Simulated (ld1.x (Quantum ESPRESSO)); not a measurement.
## indium, PAW: configuration errors across variants

| Quantity | Value |
| --- | --- |
| Element | indium (In) |
| Generator | ld1.x (Quantum ESPRESSO) 7.5 |
| Type | PAW |
| Functional | PBEsol |
| Relativity | non-relativistic |
| Frozen core | [Ar] 3d10 |
| Valence charge | 21 |
| Reference configuration | 4s2 4p6 4d10 5s2 5p1 |
| Partial waves | 4s (bound): rcut 1.45, rcutus 1.60 bohr; 5s (bound): rcut 1.45, rcutus 1.60 bohr; 4p (bound): rcut 1.25, rcutus 1.35 bohr; 5p (bound): rcut 1.25, rcutus 1.35 bohr; 4d (bound): rcut 1.20, rcutus 1.60 bohr; 4d channel at 1.15 Ry: rcut 1.20, rcutus 1.60 bohr |
| Local potential | all-electron potential smoothed inside 1.10 bohr (lloc = -1) |
| Core correction | Bessel-smoothed model core inside 1.30 bohr |
| Augmentation charge | BESSEL, radius 0.90 bohr |

All-electron excitation energies from the reference (eV): (1) 4s2 4p6 4d10 5s2 5p0 5.435; (2) 4s2 4p6 4d10 5s1 5p0 23.847; (3) 4s2 4p6 4d10 5s0 5p0 50.900; (4) 4s2 4p6 4d10 5s1 5p2 5.194; (5) 4s2 4p6 4d9 5s2 5p2 19.434; (6) 4s1 4p6 4d10 5s2 5p1 118.455; (7) 4s2 4p6 4d10 5s1 5p1 11.318.

The overlap operator is not positive definite (basis up to 400 Ry) in “base”, “waves 4s (bound): rcut 0.94, rcutus 1.00 bohr; 5s (bound): rcut 0.94, rcutus 1.00 bohr”, “waves 4s (bound): rcut 1.20, rcutus 1.28 bohr; 5s (bound): rcut 1.20, rcutus 1.28 bohr”, “waves 4s (bound): rcut 1.45, rcutus 1.78 bohr; 5s (bound): rcut 1.45, rcutus 1.78 bohr”. Such files are unfit for use, however small their errors in these radial tests.

3 further variants failed, have other tests or too few solved ones, and are left out.

Errors AE − PS in meV (a dash: test not solved or not reliable):

```tsv
change	(1)	(2)	(3)	(4)	(5)	(6)	(7)	bound ghosts
base	+0.3	+2.0	+4.1	+0.1	+6.0	+25	+0.4	not determined (overlap not positive)
waves 4s (bound): rcut 0.94, rcutus 1.00 bohr; 5s (bound): rcut 0.94, rcutus 1.00 bohr	+0.1	+0.3	+0.9	+0.1	-0.3	+50	0.0	not determined (overlap not positive)
waves 4s (bound): rcut 1.20, rcutus 1.28 bohr; 5s (bound): rcut 1.20, rcutus 1.28 bohr	+0.1	+0.4	+0.9	+0.1	+2.6	+78	+0.1	not determined (overlap not positive)
waves 4s (bound): rcut 1.45, rcutus 1.78 bohr; 5s (bound): rcut 1.45, rcutus 1.78 bohr	+0.7	+19	+25	+5.0	–	–	–	not determined (overlap not positive)
```

(1) Give the same row for: waves 4s (bound): rcut 1.40, rcutus 1.48 bohr; 5s (bound): rcut 1.40, rcutus 1.48 bohr.

## Answers

(1) +0.2, +0.6, +1.7, +0.1, +10.0, +58, +0.1; bound ghosts: not determined (overlap not positive). Its overlap operator is not positive definite in a basis up to 400 Ry (lowest eigenvalue d -0.80), so the file is unfit for use: the generalised eigenproblem breaks down once the basis is large enough, and its test numbers describe a broken file.
